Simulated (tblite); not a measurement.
Start geometry of `CC(=O)N[SiH2]N(C)C` from a force field or distance geometry (Å):
```
atom  x, y, z in Å
C1     3.5230    0.3633   -0.0540
C2     2.3054    0.0902   -0.9245
O3     2.4192   -0.0294   -2.1290
N4     1.1552   -0.0446   -0.2063
Si5   -0.3575   -0.4087   -0.9399
N6    -1.4448   -0.2388    0.3850
C7    -1.8525    1.1027    0.8331
C8    -2.5873   -1.1367    0.5133
H9     3.2362    0.8820    0.8682
H10    3.9957   -0.5807    0.2065
H11    4.2121    0.9975   -0.6062
H12    1.1127    0.0084    0.8081
H13   -0.7429    0.5999   -1.9497
H14   -0.3965   -1.8153   -1.3968
H15   -2.5717    1.5647    0.1442
H16   -2.3176    1.0590    1.8429
H17   -0.9920    1.7768    0.9360
H18   -3.3750   -0.9077   -0.2236
H19   -2.2983   -2.1848    0.3712
H20   -3.0286   -1.0873    1.5183
```

Task: What comes out of this run: tblite 0.8.0, GFN2-xTB geometry optimisation, gas phase?

Result: 
```
atom  x, y, z in Å
C1     3.5249    0.4984   -0.1686
C2     2.2377    0.0226   -0.7993
O3     2.1613   -0.4271   -1.9251
N4     1.1241    0.1165   -0.0497
Si5   -0.3217   -0.4744   -0.8439
N6    -1.5349   -0.3051    0.3682
C7    -1.7575    0.9377    1.0686
C8    -2.7545   -1.0585    0.2342
H9     3.4042    1.5103    0.2129
H10    3.7892   -0.1581    0.6586
H11    4.3213    0.4801   -0.9066
H12    1.1973    0.4273    0.9048
H13   -0.5098    0.3304   -2.0531
H14   -0.1984   -1.9055   -1.0859
H15   -2.5184    1.5511    0.5704
H16   -2.1026    0.7315    2.0864
H17   -0.8363    1.5117    1.1193
H18   -3.4992   -0.5219   -0.3662
H19   -2.5461   -2.0077   -0.2487
H20   -3.1858   -1.2486    1.2206
```

The energy falls by 27.7 kJ/mol over 138 L-BFGS steps, the largest force on an atom goes from 1.47 to 0.009 eV/Å, and the atoms move by 0.450 Å rms after alignment. The bond that changes most is N4–Si5 (amide nitrogen to SiH2 silicon), which lengthens by 0.032 Å. Bonds longer at the end by more than 0.005 Å: 1 of 19; shorter: 13. Among the angles that change most is Si5–N4–H12, from 113.6° to 126.4°. Among the dihedrals that turn most is H11–C1–C2–O3, from 35° to 6°. Rotational constants go from 3910, 796.9, 733.2 to 4140, 844.2, 738.5 MHz. The orientation of the end geometry is arbitrary; only internal coordinates are fixed.

Hardware: one thread of an Arm Neoverse V1, no GPU, shared host with 32 logical CPUs at a one-minute load of 29. Cost: 1.1 s wall.

Its GFN2-xTB frequencies are all real (lowest 54 cm⁻¹). One conformer, not necessarily the lowest. 3 starts were optimised and ended at 0.00, 0.01 and 0.71 kcal/mol (GFN2-xTB); the lowest of these is shown.

The numbers are calculated, not measured.
